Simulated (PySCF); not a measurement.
SnH2, SMILES [SnH2] (connectivity only; charge and spin as stated), neutral, multiplicity 1. Atoms are numbered in the order given.

```xyz
3

Sn     0.0000     0.0000    -0.0482
H      0.0000     1.2652     1.2049
H      0.0000    -1.2652     1.2049
```

Geometry optimised at B3LYP-D3(BJ)/def2-TZVPD. The def2 effective core potentials stand for the cores of Sn; spin–orbit coupling is left out.

Computed with PySCF with B3LYP-D3(BJ)/def2-TZVPD.

Frequencies are harmonic and unscaled.

Computed harmonic wavenumbers and intensities:
```json
[
 {"mode": "1", "ν (cm⁻¹)": "789", "IR (km/mol)": "73.1", "Raman (Å⁴/amu)": "10.9", "depolarisation": "0.42", "moving atoms (share of kinetic energy)": "H 99 %"},
 {"mode": "2", "ν (cm⁻¹)": "1699", "IR (km/mol)": "415.4", "Raman (Å⁴/amu)": "322.3", "depolarisation": "0.13", "moving atoms (share of kinetic energy)": "H 99 %"},
 {"mode": "3", "ν (cm⁻¹)": "1701", "IR (km/mol)": "452.8", "Raman (Å⁴/amu)": "218.6", "depolarisation": "0.75", "moving atoms (share of kinetic energy)": "H 99 %"}
]
```
